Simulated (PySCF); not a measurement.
Estimate the missing entries of this data sheet.

Benzoxazole, C7H5NO.
SMILES with atom numbers: `[cH:1]1[cH:2][cH:3][c:4]2[o:5][cH:6][n:7][c:8]2[cH:9]1` (hydrogens: H10 on C1; H11 on C2; H12 on C3; H13 on C6; H14 on C9)

| property | level | value |
| --- | --- | --- |
| point group of the GFN2-xTB geometry | GFN2-xTB | Cs |
| rotational constants A, B, C of the GFN2-xTB geometry | GFN2-xTB | 4.026, 1.722, 1.206 GHz |
| dipole moment | CAM-B3LYP/def2-SVPD | 1.37 D |
| HOMO energy | CAM-B3LYP/def2-SVPD | -8.28 eV |
| LUMO energy | CAM-B3LYP/def2-SVPD | 0.05 eV |
| lowest singlet excitation | TDDFT CAM-B3LYP/def2-SVPD | ? |
| strongest line among the 8 lowest singlet transitions | TDDFT CAM-B3LYP/def2-SVPD | S5 at 6.94 eV (179 nm, f = 0.478) |
| lowest triplet excitation (Tamm–Dancoff) | TDA CAM-B3LYP/def2-SVPD | ? |
| static isotropic polarisability | CAM-B3LYP/def2-SVPD | ? |
| electronic spatial extent ⟨r²⟩ about the centre of nuclear charge | CAM-B3LYP/def2-SVPD | ? |
| 13C chemical shifts (computed TMS as zero) by class | GIAO PBE0/pcSseg-1 | ? |
| 1H chemical shifts (computed TMS as zero) by class | GIAO PBE0/pcSseg-1 | 8.27 (H14), 7.91 (H13), 7.85 (H12), 7.75 (H10), 7.73 (H11) ppm |
| isotropic shieldings of nuclei other than C and H, by class | GIAO PBE0/pcSseg-1 | ? |

Electronic properties: PySCF, gas phase, density fitting.

Problem. What is the lowest singlet excitation?

Solution. 5.27 eV (235 nm, f = 0.058).

Problem. Give the isotropic shieldings of nuclei other than C and H, by class.

Solution. -22 (N7), 47 (O5) ppm.

Problem. What is the electronic spatial extent ⟨r²⟩ about the centre of nuclear charge?

Solution. 943 bohr².

Problem. What is the lowest triplet excitation (Tamm–Dancoff)?

Solution. 3.86 eV.

Problem. Give the 13C chemical shifts (computed TMS as zero) by class.

Solution. 157.3 (C4), 156.6 (C6), 147.6 (C8), 129.7 (C1), 129.4 (C2), 126.9 (C9), 115.8 (C3) ppm.

Problem. The static isotropic polarisability?

Solution. 85.0 au.

The largest Löwdin shares of the HOMO are 0.20 on C2, 0.16 on C8, 0.13 on C6 and 0.09 on N7. No computed singlet falls in the visible range (750 to 380 nm, 1.65 to 3.26 eV); S1 lies 2.01 eV above its blue end. The principal polarisabilities are 49.0, 89.4 and 116.6 au; their mean is the isotropic value.
